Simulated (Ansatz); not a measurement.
Molecule: SbBr$_{2}$ (charge +1, singlet). It need not be the lowest isomer of its formula. 
Coordinates optimised at B3LYP-D3(BJ)/def2-TZVP (Ansatz, a program for electronic structure):
```
Sb
Br 1 2.4309
Br 1 2.4309 2 101.77
```
Charge +1, spin multiplicity 1.

Basis-set convergence of Hartree-Fock and CCSD correlation energies (hartree) with Ansatz. Valence correlation only, unless marked. No spin-orbit coupling. Frozen are the shells of the preceding noble gas and the d and f shells that filled before the atom's block. In def2 rows, elements after Kr have scalar-relativistic effective core potentials.

| basis | functions | E(HF) | E(corr, CCSD) |
|---|---|---|---|
| def2-SVPD | 114 | -5383.24769 | -0.35441 |
| def2-TZVPPD | 170 | (withheld) | (withheld) |

Task: What belongs in the gaps?

Result: 
- def2-TZVPPD, E(HF): -5383.89009
- def2-TZVPPD, E(corr, CCSD): -0.44650
